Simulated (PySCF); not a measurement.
Cl4Sb, charge +1. Atoms are numbered in the order given.

```xyz
5

Sb     0.0000     0.0000     0.0000
Cl     1.3168     1.3168    -1.3168
Cl    -1.3168     1.3168     1.3168
Cl    -1.3168    -1.3168    -1.3168
Cl     1.3168    -1.3168     1.3168
```
Charge +1, spin multiplicity 1.

The structure is a stationary point at r2SCAN-D4/def2-SVP. The multiplicity is an assumed one; no other spin state was optimised. The isomer is the one that the SMILES or the coordinates give; other isomers of the formula were not compared. The def2 effective core potentials stand for the cores of Sb; spin–orbit coupling is left out.

Method: PySCF with TDA-PBE/def2-SVPD.

Vertical excitations; the highest root listed may be one member of a degenerate set. Gas-phase values at a fixed geometry. State labels are in the subgroup D2.

Computed UV-visible absorptions:
```csv
state,symmetry,energy (eV),λ (nm),f,main pairs
S1,B1,3.02,410,0.000,HOMO→LUMO (degenerate set)
S2,B3,3.02,410,0.000,HOMO−1→LUMO (degenerate set)
S3,B2,3.02,410,0.000,HOMO−2→LUMO (degenerate set)
S4,A,3.55,350,0.000,HOMO−6→LUMO (degenerate set)
S5,A,3.55,350,0.000,HOMO−7→LUMO (degenerate set)
S6,B2,3.68,337,0.026,HOMO−5→LUMO (degenerate set)
S7,B3,3.68,337,0.026,HOMO−4→LUMO (degenerate set)
S8,B1,3.68,337,0.026,HOMO−3→LUMO (degenerate set)
S9,A,6.10,203,0.000,"HOMO→LUMO+1 33 %, HOMO−1→LUMO+2 33 %, HOMO−2→LUMO+3 33 %"
S10,B2,6.17,201,0.002,"HOMO−8→LUMO 58 %, HOMO−1→LUMO+1 17 %, HOMO→LUMO+2 17 %"
T1,B1,2.70,460,0,HOMO→LUMO (degenerate set)
T2,B3,2.70,460,0,HOMO−1→LUMO (degenerate set)
T3,B2,2.70,460,0,HOMO−2→LUMO (degenerate set)
T4,B1,3.14,395,0,HOMO−3→LUMO 100 %
```
Triplets are in the Tamm–Dancoff approximation.
